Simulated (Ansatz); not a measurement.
Worked example: GeH(CH3)2Cl + SiH3(CF3) → GeH(CH3)2(SiH3) + CClF3

Species: GeH(CH3)2Cl, singlet; SiH3(CF3), singlet; GeH(CH3)2(SiH3), singlet; CClF3 `FC(F)(F)Cl`, singlet. The partners trade Cl for SiH3: Ge–Cl and C–SiH3 bonds give way to Ge–SiH3 and C–Cl.

Shapes, held fixed at every level: PBE0-D4/def2-TZVP. Programs: Ansatz 0.2.0. Electronic energies: no zero-point or thermal term.

At CCSD(T)/def2-TZVPP; 1 Eh = 2625.50 kJ/mol:

| species | energy (Eh) |
| --- | --- |
| GeH(CH3)2Cl | -2615.674524 |
| SiH3(CF3) | -628.106956 |
| GeH(CH3)2(SiH3) | -2446.750458 |
| CClF3 | -796.987695 |

Work out ΔE of the reaction at this level.


1. Products less reactants: (-2446.750458) + (-796.987695) − [(-2615.674524) + (-628.106956)] = 0.043327 Eh = +113.8 kJ/mol.

Other levels give +100.1 (PBE-D4/def2-TZVPP) to +120.8 kJ/mol (B2PLYP/def2-TZVPP). No measured value is set beside it here. Relativity is left out for Ge. Outer-core shells of Ge are correlated in most correlated rows, in sets that cover them unevenly.
